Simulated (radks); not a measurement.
The nuclear charge of the iron ion Fe2+ is varied continuously with 24 electrons held in [Ar] 3d6. Calculated with a radial shooting solver on a logarithmic mesh with Libxc functionals: scalar-relativistic Kohn-Sham, PBE, spin-polarised, spherical densities, finite nucleus; open shells are filled with parallel spins first; Fermi nuclear charge, rms radius 3.7377 fm. By the Hellmann-Feynman theorem dE/dZ = E(electron-nucleus)/Z, the electronic potential at the nucleus (averaged over a nucleus of fixed radius). The scalar-relativistic energy here is not variational (the density holds large components alone), so the two differ by a part that grows with Z.

[
 {"Z": "25", "E (hartree)": "-1158.16344", "E(electron-nucleus)/Z (hartree)": "-110.486", "HOMO": "3d", "e(HOMO) (eV)": "-8.545", "<r> HOMO (bohr)": "1.401"},
 {"Z": "25.2", "E (hartree)": "-1180.39539", "E(electron-nucleus)/Z (hartree)": "-111.662", "HOMO": "3d", "e(HOMO) (eV)": "-11.080", "<r> HOMO (bohr)": "1.323"},
 {"Z": "25.4", "E (hartree)": "-1202.86280", "E(electron-nucleus)/Z (hartree)": "-112.836", "HOMO": "3d", "e(HOMO) (eV)": "-13.829", "<r> HOMO (bohr)": "1.259"},
 {"Z": "25.6", "E (hartree)": "-1225.56524", "E(electron-nucleus)/Z (hartree)": "-114.008", "HOMO": "3d", "e(HOMO) (eV)": "-16.779", "<r> HOMO (bohr)": "1.205"},
 {"Z": "25.8", "E (hartree)": "-1248.50233", "E(electron-nucleus)/Z (hartree)": "-115.178", "HOMO": "3d", "e(HOMO) (eV)": "-19.920", "<r> HOMO (bohr)": "1.158"},
 {"Z": "26", "E (hartree)": "-1271.67380", "E(electron-nucleus)/Z (hartree)": "-116.346", "HOMO": "3d", "e(HOMO) (eV)": "-23.245", "<r> HOMO (bohr)": "1.116"},
 {"Z": "26.2", "E (hartree)": "-1295.07939", "E(electron-nucleus)/Z (hartree)": "-117.514", "HOMO": "3d", "e(HOMO) (eV)": "-26.746", "<r> HOMO (bohr)": "1.079"},
 {"Z": "26.4", "E (hartree)": "-1318.71893", "E(electron-nucleus)/Z (hartree)": "-118.680", "HOMO": "3d", "e(HOMO) (eV)": "-30.417", "<r> HOMO (bohr)": "1.045"},
 {"Z": "26.6", "E (hartree)": "-1342.59226", "E(electron-nucleus)/Z (hartree)": "-119.846", "HOMO": "3d", "e(HOMO) (eV)": "-34.253", "<r> HOMO (bohr)": "1.014"},
 {"Z": "26.8", "E (hartree)": "-1366.69927", "E(electron-nucleus)/Z (hartree)": "-121.011", "HOMO": "3d", "e(HOMO) (eV)": "-38.250", "<r> HOMO (bohr)": "0.9860"},
 {"Z": "27", "E (hartree)": "-1391.03986", "E(electron-nucleus)/Z (hartree)": "-122.176", "HOMO": "3d", "e(HOMO) (eV)": "-42.404", "<r> HOMO (bohr)": "0.9600"}
]

The central difference of E at Z = 26 is -116.443 hartree, to compare with the third column; the second derivative is -5.85 hartree.
